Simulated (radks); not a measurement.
Values are calculated unless marked as measured or tabulated.
Mean orbital radii <r> (bohr) of neutral magnesium, [Ne] 3s2, at several levels of relativity; Dirac values are averaged over j with weights 2j + 1. Spin-unpolarised spherical Kohn-Sham, BLYP, point nucleus unless stated (finite: rms radius 3.057 fm), a radial shooting solver on a logarithmic mesh with Libxc functionals. A level marked "c x" has the speed of light scaled by that factor.

shell  non-rel.  scalar-rel.  scalar-rel., finite nucleus   Dirac  change of magnitude, last against first (%)
1s       0.1309       0.1306                       0.1306  0.1306                                        -0.24
2s       0.6998       0.6980                       0.6980  0.6980                                        -0.26
2p       0.6903       0.6900                       0.6900  0.6900                                        -0.05
3s        3.141        3.136                        3.136   3.136                                        -0.15
